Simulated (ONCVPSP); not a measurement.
cerium, ONCV: configuration errors across variants

* Element: cerium (Ce)
* Generator: ONCVPSP 4.0.1
* Type: optimised norm-conserving Vanderbilt (ONCV)
* Functional: PBEsol
* Relativity: scalar-relativistic
* Frozen core: [Kr] 4d10
* Valence charge: 12
* Reference configuration: 4f1 5s2 5p6 5d1 6s2
* Partial waves: 5s+6s: rc 2.15 bohr, ncon 4, nbas 7, qcut 4.7 1/bohr, 2 projectors; 5p: rc 1.70 bohr, ncon 4, nbas 8, qcut 4.5 1/bohr, 2 projectors, debl 2.2 Ha; 5d: rc 4.00 bohr, ncon 5, nbas 9, qcut 4.3 1/bohr, 3 projectors, debl 0.8 Ha; 4f: rc 1.75 bohr, ncon 4, nbas 9, qcut 9.9 1/bohr, 2 projectors, debl 0.3 Ha
* Local potential: polynomial inside 1.65 bohr (lpopt 5, dvloc0 0 Ha)
* Core correction: Teter function fitted to the true core (icmod 2), fcfact 0.5

All-electron excitation energies from the reference (eV): (1) 4f1 5s2 5p6 5d1 6s1 6.103; (2) 4f1 5s2 5p6 5d1 6s0 17.141; (3) 4f1 5s2 5p6 5d0 6s0 36.278.

A true bound ghost makes a file unfit for plane-wave use even where its test errors are small: the radial tests pick states by their node count and pass the ghost by.

Errors AE − PS in meV (a dash: test not solved or not reliable):

```csv
change,(1),(2),(3),bound ghosts,GHOST(+) flags above zero
base,-1.6,-6.6,+15,d,"s, p"
"local potential polynomial inside 1.65 bohr (lpopt 5, dvloc0 -2.5 Ha)",-1.5,-6.5,+15,d,"s, p"
"local potential polynomial inside 1.65 bohr (lpopt 5, dvloc0 -1 Ha)",-1.5,-6.5,+15,d,"s, p"
"local potential polynomial inside 1.65 bohr (lpopt 5, dvloc0 0.5 Ha)",-1.5,-6.3,+15,none,"s, d"
"local potential polynomial inside 1.65 bohr (lpopt 5, dvloc0 2 Ha)",-1.5,-6.4,+15,none,"s, d"
"local potential polynomial inside 1.65 bohr (lpopt 5, dvloc0 2.5 Ha)",-1.5,-6.4,+15,none,d
"local potential polynomial inside 1.65 bohr (lpopt 5, dvloc0 4.5 Ha)",-1.5,-6.5,+15,none,s
"local potential polynomial inside 1.65 bohr (lpopt 5, dvloc0 5.5 Ha)",-1.5,-6.4,+15,p,p
"local potential polynomial inside 1.65 bohr (lpopt 5, dvloc0 6.5 Ha)",-1.5,-6.4,+15,none,none
"local potential polynomial inside 1.65 bohr (lpopt 5, dvloc0 9.5 Ha)",-1.5,-6.4,+15,none,none
```

Question: Give the same row for: local potential polynomial inside 1.65 bohr (lpopt 5, dvloc0 8 Ha).

Answer: -1.5, -6.5, +15; bound ghosts: d; GHOST(+) flags above zero: none.
